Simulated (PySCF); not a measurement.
# Carbon: a sound run and one with changed settings

Sound run: C⁺ [He] 2s2 2p1, C²⁺ [He] 2s2. All numbers are calculated (PySCF 2.14, no relativity, point nucleus, in def2-SVP (3s2p1d, 14 functions)). In the sound run the correlated levels freeze 1s2. The sound run starts from symmetry-adapted Hartree-Fock orbitals and uses a fine grid where one is needed.

A second run was set up differently.

```tsv
species	method	sound run (hartree)	changed run (hartree)	converged
C⁺	MP2	-37.28599	-37.28745	yes
C⁺	CCSD(T)	-37.31159	-37.31281	yes
C²⁺	MP2	-36.39095	-36.39235	yes
C²⁺	CCSD(T)	-36.42400	-36.42499	yes
```

Ionisation energy of C⁺:

```
 method  sound run (eV)  changed run (eV)
    UHF          24.309            24.309
    MP2          24.355            24.357
SCS-MP2          24.309            24.308
   CCSD          24.133            24.139
CCSD(T)          24.153            24.159
```

Task: What was changed?
A. too few SCF iterations
B. a valence shell is frozen
C. level shift left on
D. all electrons correlated in a valence basis

Result: D. A valence basis has no tight correlating functions, so it recovers only part of the core correlation, and not evenly between atom and ion.
